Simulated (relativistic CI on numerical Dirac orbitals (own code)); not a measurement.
## Slater and spin-orbit integrals, Pb41+

These numbers are calculated, not measured: Dirac-Coulomb-Breit CI, orbitals from a KLI potential per configuration, model QED (radiative potential, 1s self-energy scaled to tabulated hydrogen-like ionisation energies), unscaled Slater integrals (own radial code, finite nucleus).

Slater integrals F^k, G^k are unscaled and averaged over j, outside the closed core [Ar] 3d10; ζ comes from projecting the Hamiltonian with its Breit term on Σ l·s of the shell.

- 4s2.4p6.4d5: F^2(4d,4d) = 272590, F^4(4d,4d) = 185680, ζ(4d) = 100630 cm⁻¹; <r>(4d) = 0.3673, <r^2>(4d) = 0.1543 (bohr units).
- 4s2.4p6.4d4.4f: F^2(4d,4d) = 272420, F^4(4d,4d) = 185570, ζ(4d) = 100520, F^2(4d,4f) = 274860, F^4(4d,4f) = 178650, G^1(4d,4f) = 275440, G^3(4d,4f) = 192320, G^5(4d,4f) = 142050, ζ(4f) = 19115 cm⁻¹; <r>(4d) = 0.3675, <r^2>(4d) = 0.1545, <r>(4f) = 0.3415, <r^2>(4f) = 0.132 (bohr units).
- 4s2.4p5.4d6: ζ(4p) = 818070, F^2(4d,4d) = 272520, F^4(4d,4d) = 185630, F^2(4p,4d) = 273140, G^1(4p,4d) = 337850, G^3(4p,4d) = 216600, ζ(4d) = 100290 cm⁻¹; <r>(4p) = 0.3664, <r^2>(4p) = 0.1522, <r>(4d) = 0.3673, <r^2>(4d) = 0.1543 (bohr units).

Give the Racah parameters of the d shell in 4s2.4p6.4d5.

B = F²/49 − 5F⁴/441 = 3458 cm⁻¹ and C = 35F⁴/441 = 14736 cm⁻¹.

Averages of the first 9 configurations, taken without configuration mixing, which lowers the lowest level and can move excited configurations by several eV; other configurations of the list can lie among them:

```tsv
Configuration	Parity	States	Average energy above the lowest level (eV)
4s2.4p6.4d5	even	252	65.6
4s2.4p6.4d4.4f	odd	2940	317.4
4s2.4p5.4d6	odd	1260	338.8
4s.4p6.4d5.4f	odd	7056	823.9
4p6.4d7	even	120	1088.8
4p5.4d8	odd	270	1358.3
4s2.4p6.4d3.5s2	even	120	1307.4
4s2.4p6.4d2.4f.5s2	odd	630	1558.1
4s.4p6.4d3.4f.5s2	odd	3360	2065.4
```
